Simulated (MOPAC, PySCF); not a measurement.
C2H7BO2, SMILES `CCB(O)O`, neutral singlet in the gas phase. 

Z-matrix (Å, degrees):
```
C
H 1 1.0976
H 1 1.0977 2 104.55
C 1 1.5314 2 109.82 3 -117.73
H 4 1.0908 1 111.05 2 177.79
H 4 1.0909 5 107.00 1 -121.34
H 4 1.0917 5 107.97 6 -115.98
B 1 1.5771 2 108.30 3 115.16
O 8 1.3646 1 120.10 2 124.59
H 9 0.9643 8 112.41 1 179.89
O 8 1.3761 9 117.02 10 -0.01
H 11 0.9610 8 114.00 9 -179.97
```
Charge 0, multiplicity 1.

All levels are single points at this geometry (B3LYP-D3(BJ)/def2-TZVP); Pople sets use spherical d functions. Orbital energies aren't observables, and empty levels follow the basis.

```tsv
level	HOMO (eV)	LUMO (eV)	gap (eV)	dipole (D)	vertical IE, Delta-SCF (eV)
B3LYP-D3(BJ)/def2-TZVP in PySCF	-8.49	0.31	8.80	1.47	10.91
B3LYP/3-21G in PySCF	-8.01	2.01	10.02	1.73	–
B3LYP/6-311+G** in PySCF	-8.54	-0.42	8.13	1.53	–
PBE/6-31G* in PySCF	-6.83	1.00	7.83	1.50	–
HF/3-21G in PySCF	-12.07	6.12	18.19	1.88	–
HF/6-31G* in PySCF	-12.18	5.84	18.03	1.66	10.73
HF/STO-3G in PySCF	-10.04	9.79	19.82	1.40	–
AM1 in MOPAC	-11.48	2.35	13.82	1.45	–
PM6 in MOPAC	-10.96	1.64	12.60	1.56	–
```
